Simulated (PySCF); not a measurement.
CH7OPSi. Atoms are numbered in the order given.

```xyz
11

Si     0.1932     0.8848    -0.1987
P      1.4988    -0.8402     0.5246
O     -1.2703     0.2995    -0.7381
C     -2.1783    -0.4306     0.0556
H      0.7725     1.6366    -1.3413
H      0.0123     1.7962     0.9748
H      2.5901     0.0333     0.8289
H      1.9868    -1.1599    -0.7797
H     -2.5545     0.1682     0.9066
H     -3.0386    -0.7177    -0.5684
H     -1.7231    -1.3529     0.4624
```
Charge 0, spin multiplicity 1.

Coordinates come from a B3LYP-D3(BJ)/def2-SVP optimisation. Other conformers were not sampled.

All values below come from PySCF with KT2/pcSseg-1.

GIAO shieldings, no solvent; atoms listed in one row are averaged. δ = σ(ref) − σ: ²⁹Si against TMS (σ = 361.9 ppm); ³¹P against PH3 (σ = 597.6 ppm); ¹⁷O against H2O (σ = 330.4 ppm); ¹³C against TMS (σ = 185.1 ppm); ¹H against TMS (σ = 31.47 ppm), references at their B3LYP-D3(BJ)/def2-TZVP geometries, non-relativistic.

Computed chemical shifts:
| nucleus | atoms | count | δ (ppm) |
|---|---|---|---|
| ²⁹Si | Si1 | 1 | -1.5 |
| ³¹P | P2 | 1 | 2.7 |
| ¹⁷O | O3 | 1 | 12.9 |
| ¹³C | C4 | 1 | 57.4 |
| ¹H | H5 | 1 | 6.05 |
| ¹H | H6 | 1 | 5.74 |
| ¹H | H9, H10, H11 | 3 | 3.98 |
| ¹H | H8 | 1 | 2.07 |
| ¹H | H7 | 1 | 1.44 |
